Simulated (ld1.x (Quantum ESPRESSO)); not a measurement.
**Before and after: ultrasoft potential for Cd (Z = 48)**

```json
{
  "Element": "Cd",
  "Generator": "ld1.x (Quantum ESPRESSO) 7.5",
  "Type": "ultrasoft",
  "Functional": "PBE",
  "Relativity": "non-relativistic",
  "Frozen core": "[Ar] 3d10",
  "Valence charge": "20",
  "Reference configuration": "4s2 4p6 4d10 5s2 5p0",
  "Partial waves": "4s (bound): rcut 1.20, rcutus 1.25 bohr; 5s (bound): rcut 1.20, rcutus 1.25 bohr; 4p (bound): rcut 1.90, rcutus 2.05 bohr; 5p (bound, empty): rcut 1.90, rcutus 2.05 bohr; 4d (bound): rcut 1.25, rcutus 1.70 bohr; 4d channel at 1.35 Ry: rcut 1.25, rcutus 1.70 bohr; 4f channel at 0.4 Ry: rcut 1.65, rcutus 1.85 bohr",
  "Local potential": "all-electron potential smoothed inside 1.15 bohr (lloc = -2)",
  "Core correction": "none",
  "Augmentation charge": "PSQ, inside the norm-conserving radii"
}
```

All-electron outer shells of the reference configuration (PBE, non-relativistic, ld1.x):

```
shell  level (eV)  outermost node (bohr)  outermost maximum (bohr)
   3d     -399.28                      –                      0.27
   4s      -98.00                   0.44                      0.82
   4p      -65.17                   0.44                      0.85
   4d      -12.64                   0.42                      0.98
   5s       -5.28                   1.10                      2.44
   5p       -1.29                   1.21                      3.37
```

Change: waves 4d (bound): rcut 1.14, rcutus 1.20 bohr; 4d channel at 1.35 Ry: rcut 1.14, rcutus 1.20 bohr.

Cutoffs: the cutoffs (Ry, on a coarse ladder) from which the occupation-weighted sum of valence levels, in a spherical-Bessel basis at the reference potential, stays within 10 and 1 mRy of its value at 400 Ry; they do not see the model core or the augmentation charge, which bear on the density cutoff. Errors are all-electron minus pseudo energies relative to the spin-unpolarised reference configuration.

What does the change do?

The potential gets harder (40 Ry and 80 Ry → 80 Ry and 140 Ry); of the 7 tests that both files solve, the error grows in 3 and shrinks in 2 by more than 15 % and 0.3 meV (median size 2.2 → 2.9 meV); the range in which the d phases agree widens (upper end 3.0 → at the end of the scan); neither file shows a bound ghost. A smaller radius makes the pseudo-wave follow the all-electron one further in, where it bends more sharply, so more plane waves are needed.

```csv
quantity,base,changed
"cutoff, loose",40 Ry,80 Ry
"cutoff, tight",80 Ry,140 Ry
loose cutoff by channel (10 mRy a level),"s 30 Ry, p 18 Ry, d 30 Ry","s 30 Ry, p 18 Ry, d 60 Ry"
bound ghosts,none,none
"error for 4s2 4p6 4d10 5s1 5p0, meV [ΔE 8.73 eV]",-0.1,-0.1
"error for 4s2 4p6 4d10 5s0 5p0, meV [ΔE 25.00 eV]",-0.8,-0.3
"error for 4s2 4p6 4d9 5s0 5p0, meV [ΔE 63.50 eV]",+20,-9.5
"error for 4s2 4p6 4d10 5s1 5p1, meV [ΔE 4.14 eV]",-0.7,-0.9
"error for 4s2 4p5 4d10 5s2 5p0, meV [ΔE 72.43 eV]",-97,-179
"error for 4s2 4p6 4d10 5s0 5p2, meV [ΔE 8.55 eV]",-3.3,-4.4
"error for 4s2 4p6 4d10 5s0 5p1, meV [ΔE 13.85 eV]",-2.2,-2.9
s: phases at 2.25 bohr within 0.05 rad from the reference energy up to (Ry; the scan ends near 5),to the end of the scan,to the end of the scan
p: phases at 2.25 bohr within 0.05 rad from the reference energy up to (Ry; the scan ends near 5),to the end of the scan,to the end of the scan
d: phases at 2.25 bohr within 0.05 rad from the reference energy up to (Ry; the scan ends near 5),3.0,to the end of the scan
f: phases at 2.25 bohr within 0.05 rad from the reference energy up to (Ry; the scan ends near 5),2.1,2.1
lowest overlap eigenvalue by channel,"s 0.29, p 0.71, d 0.34, f 1.00","s 0.29, p 0.71, d 0.95, f 1.00"
```
